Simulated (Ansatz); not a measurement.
`NB[SiH2]Cl` + `[AlH3]` → `[AlH2][SiH2]Cl` + `BN` at 400 K and 1 bar (formal exchange of groups at the Si–B bond).

Program: Ansatz. Geometries: PBE0-D4/def2-TZVP. ΔE: electronic, gas phase. CCSD(T)/CBS is the MP2 limit (def2-TZVPP, def2-QZVPP) plus CCSD(T) − MP2 in def2-TZVPP, frozen cores. This one scheme is used for every species. Each species was taken in one conformer, which may not be the lowest.

```csv
species,CCSD(T)/CBS energy (Eh),H − E (kJ/mol),S (J/(mol·K))
`NB[SiH2]Cl`,-831.44314,184.8,361.3
`[AlH3]`,-243.78045,63.6,220.9
`[AlH2][SiH2]Cl`,-993.29495,111.3,361.4
`BN`,-81.93499,142.5,243.5
```

H − E and S are ideal-gas, rigid-rotor, harmonic terms from PBE0-D4/def2-TZVP, for one conformer and one mirror image of each species. 1 Eh = 2625.50 kJ/mol, R = 8.31446 J/(mol·K).

Question: By hand: ΔE, ΔH, ΔS and ΔG.

Answer: ΔE = (-993.29495) + (-81.93499) − (-831.44314) − (-243.78045) = -0.00635 Eh = -16.7 kJ/mol. Δ(H − E) = 111.3 + 142.5 − 184.8 − 63.6 = 5.4, so ΔH = -11.3 kJ/mol. ΔS = 361.4 + 243.5 − 361.3 − 220.9 = 22.7 J/(mol·K). ΔG = -11.3 − 400 × (22.7)/1000 = -20.4 kJ/mol.

Question: By hand: the equilibrium constant, and the temperature at which ΔG would vanish if ΔH and ΔS stayed fixed.

Answer: log₁₀ K = −ΔG/(RT ln 10) = 2.7. ΔH and −TΔS have one sign here, so there is no such temperature.

TΔS isn't small against ΔH here. A doubt of 5 kJ/mol in ΔE shifts log₁₀ K by 0.7 here. Other conformers and mirror images would add mixing entropy, several J/(mol·K) or more a flexible species. Modes under 60 cm⁻¹, often nearly free rotors, make the harmonic entropy too high. These are equilibria of isolated gas molecules and say nothing of rates. Largest T1 diagnostic: 0.012 (customary marks: 0.02 for closed shells, 0.045 for open ones).
